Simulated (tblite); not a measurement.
CH9BrGeSi2.
Numbering: `[CH3:1][Si@@:2]([SiH3:3])([GeH3:4])[Br:5]` (hydrogens: H6, H7, H8 on C1; H9, H10, H11 on Si3; H12, H13, H14 on Ge4)

Computed with GFN2-xTB (tblite), gas phase: L-BFGS steps from a force-field or distance-geometry start until the largest atomic force falls under 0.01 eV/Å.

Step 7: E = -441.3990 eV
```
atom  x, y, z in Å  |  force x, y, z in eV/Å
C1     -0.0611    1.8761   -0.4070   -0.051   0.335  -0.185
Si2    -0.2228    0.2009    0.4755   -0.105   0.369   0.123
Si3    -1.7354   -1.1547   -0.5981   -0.283  -0.125  -0.075
Ge4     1.8708   -0.7767    0.5673    0.107  -0.036   0.179
Br5    -0.8823    0.6285    2.6056    0.077   0.022  -0.103
H6     -1.0162    2.3968   -0.4848    0.045  -0.059   0.085
H7      0.6460    2.5721    0.0478   -0.054  -0.164   0.078
H8      0.2783    1.7019   -1.4283    0.025  -0.030   0.049
H9     -1.7938   -2.4320    0.1252   -0.114   0.063  -0.142
H10    -1.2150   -1.3690   -1.9562   -0.128  -0.039   0.081
H11    -3.0419   -0.4810   -0.6400    0.088  -0.206  -0.056
H12     2.3773   -1.0692   -0.7944    0.122  -0.034  -0.208
H13     2.9419    0.0095    1.2290    0.191   0.019   0.080
H14     1.8536   -2.1037    1.2363    0.082  -0.116   0.095
```

Step 8: E = -441.4169 eV
```
atom  x, y, z in Å  |  force x, y, z in eV/Å
C1     -0.0621    1.8881   -0.4073   -0.032   0.182  -0.136
Si2    -0.2399    0.2079    0.4700    0.047   0.366   0.138
Si3    -1.7469   -1.1591   -0.5988   -0.278  -0.163  -0.118
Ge4     1.8648   -0.7676    0.5769    0.288  -0.147   0.145
Br5    -0.8741    0.6359    2.6051    0.047   0.027  -0.077
H6     -1.0148    2.4077   -0.4839   -0.021  -0.004   0.049
H7      0.6457    2.5814    0.0486   -0.036  -0.166   0.091
H8      0.2795    1.7050   -1.4254    0.022   0.005   0.017
H9     -1.8083   -2.4423    0.1157   -0.099   0.094  -0.126
H10    -1.2258   -1.3764   -1.9576   -0.123  -0.022   0.099
H11    -3.0572   -0.4938   -0.6489    0.086  -0.189  -0.044
H12     2.3911   -1.0728   -0.7851    0.041   0.009  -0.124
H13     2.9714   -0.0037    1.2305    0.035  -0.008   0.035
H14     1.8760   -2.1106    1.2380    0.023   0.016   0.051
```

Step 9: E = -441.4294 eV
```
atom  x, y, z in Å  |  force x, y, z in eV/Å
C1     -0.0635    1.8994   -0.4098   -0.021   0.023  -0.058
Si2    -0.2515    0.2194    0.4678    0.149   0.190   0.063
Si3    -1.7591   -1.1647   -0.6009   -0.127  -0.089  -0.074
Ge4     1.8656   -0.7637    0.5859    0.311  -0.165   0.059
Br5    -0.8673    0.6417    2.6036    0.013   0.045  -0.017
H6     -1.0148    2.4157   -0.4823   -0.078   0.063   0.004
H7      0.6451    2.5850    0.0512   -0.002  -0.115   0.095
H8      0.2809    1.7071   -1.4235    0.021   0.042  -0.031
H9     -1.8206   -2.4481    0.1065   -0.090   0.061  -0.083
H10    -1.2359   -1.3821   -1.9567   -0.104  -0.018   0.067
H11    -3.0670   -0.5065   -0.6562    0.004  -0.139  -0.040
H12     2.4017   -1.0752   -0.7809   -0.019   0.041  -0.034
H13     2.9934   -0.0129    1.2326   -0.045  -0.018   0.016
H14     1.8923   -2.1157    1.2407   -0.013   0.078   0.034
```

**Question.** Estimate the geometry and energy of step 10. (The exact step hangs on the optimiser's Hessian estimate; all steps are aligned on step 9, rigid shifts and turns removed.)

**Answer.** E = -441.4359 eV, largest force 0.238 eV/Å
```
atom  x, y, z in Å  |  force x, y, z in eV/Å
C1     -0.0647    1.9058   -0.4125   -0.024  -0.046  -0.005
Si2    -0.2543    0.2287    0.4679    0.181  -0.010  -0.017
Si3    -1.7670   -1.1686   -0.6031    0.027   0.015   0.000
Ge4     1.8717   -0.7648    0.5912    0.212  -0.108  -0.016
Br5    -0.8639    0.6454    2.6024   -0.006   0.061   0.029
H6     -1.0164    2.4204   -0.4813   -0.078   0.089  -0.022
H7      0.6449    2.5841    0.0546    0.016  -0.065   0.083
H8      0.2822    1.7088   -1.4235    0.015   0.068  -0.055
H9     -1.8284   -2.4496    0.1004   -0.086   0.006  -0.040
H10    -1.2429   -1.3852   -1.9550   -0.079  -0.022   0.012
H11    -3.0715   -0.5155   -0.6604   -0.080  -0.091  -0.040
H12     2.4066   -1.0756   -0.7805   -0.035   0.048   0.011
H13     3.0035   -0.0170    1.2344   -0.044  -0.013   0.020
H14     1.8996   -2.1175    1.2432   -0.018   0.069   0.040
```

The energy changes by -0.0065 eV. The first-order estimate −F·Δx gives -0.0096 eV and the mean of the old and new forces, exact on a quadratic surface, -0.0066 eV. The step makes an angle of 55° with the force vector and moves no atom by more than 0.011 Å.

What follows is the cost of the whole relaxation. Hardware: one thread of an Arm Neoverse N1, no GPU, shared host with 64 logical CPUs at a one-minute load of 61. Cost: 0.84 s wall.
